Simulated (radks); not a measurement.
Task: The mercury ion Hg10+, 70 electrons, occupied as [Xe] 4f14 5d2 (the NIST ground configuration). Method: scalar-relativistic Kohn-Sham, LDA (Slater exchange, VWN5 correlation), spin-polarised, spherical densities, finite nucleus; open shells are filled with parallel spins first (spin-orbit coupling, left out, can overturn this in heavy ions); Fermi nuclear charge, rms radius 5.4648 fm; computed with a radial shooting solver on a logarithmic mesh with Libxc functionals. Some entries of the table are withheld. Estimate them.

orbital  occ.  eigenvalue (eV)  <r> (bohr)
1s up       1        -83246.54     0.01660
1s down     1        -83246.53     0.01660
2s up       1        -14902.74     0.06998
2s down     1        -14902.48     0.06998
2p up       3        -12885.66     0.06330
2p down     3        -12885.44     0.06330
3s up       1        -3669.402      0.1808
3s down     1        -3669.265      0.1808
3p up       3        -3086.312      0.1822
3p down     3        -3086.168      0.1822
3d up       5        -2470.716      0.1650
3d down     5        -2470.514      0.1650
4s up       1        -941.2602      0.3993
4s down     1        -940.9898      0.3993
4p up       3        -749.7544      0.4253
4p down     3        -749.4794      0.4252
4d up       5        -522.1357      0.4481
4d down     5        -521.8085      0.4480
5s up       1        -285.4586      0.8725
5s down     1        -283.7926      0.8704
4f up       7        -269.2556      0.4770
4f down     7        -268.8275      0.4761
5p up       3              (1)      0.9728
5p down     3              (2)      0.9707
5d up       2        -163.1644       1.150
5d down     0        -161.0142       1.150
6s up       0        -129.0786       1.691
6s down     0        -127.4583       1.701
6p up       0        -109.6275         (3)
6p down     0        -108.3129         (4)

Result: 
(1) 5p up eigenvalue (eV): -230.0690
(2) 5p down eigenvalue (eV): -228.1302
(3) 6p up <r> (bohr): 1.881
(4) 6p down <r> (bohr): 1.895
